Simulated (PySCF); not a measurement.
# Shapes and spin states of [Sr2Cl]+

These are results of PySCF, PBE0, basis Cl def2-TZVP, Sr def2-TZVP with ECP28 (scalar-relativistic core potentials, no spin–orbit coupling, density fitting), not measurements.

Relaxations began from a few typed shapes and spin states; open shells are unrestricted. The search is not exhaustive: other isomers or separated fragments can lie lower, and high-lying points may rest on an excited occupation.

```json
{"spin": "singlet", "group": "C2v", "bonds": "Cl–Sr 2.747 Å (×2), Sr–Sr 3.684 Å", "angles": "Cl–Sr–Sr 47.9° (×2), Sr–Cl–Sr 84.2°", "imaginary modes (cm⁻¹)": "none", "ΔE (kJ/mol)": "0.0", "ΔE with ZPE (kJ/mol)": "0.0"}
{"spin": "triplet", "group": "D∞h", "bonds": "Cl–Sr 2.771 Å (×2)", "angles": "Sr–Cl–Sr 180.0°", "imaginary modes (cm⁻¹)": "none", "ΔE (kJ/mol)": "26.7", "ΔE with ZPE (kJ/mol)": "26.2"}
{"spin": "singlet", "group": "D∞h", "bonds": "Cl–Sr 2.755 Å (×2)", "angles": "Sr–Cl–Sr 180.0°", "imaginary modes (cm⁻¹)": "28i, 28i", "ΔE (kJ/mol)": "74.8", "ΔE with ZPE (kJ/mol)": "–"}
```

The lowest minimum found is the singlet C2v: Cl–Sr 2.747 Å (×2), Sr–Sr 3.684 Å; Cl–Sr–Sr 47.9° (×2), Sr–Cl–Sr 84.2°.
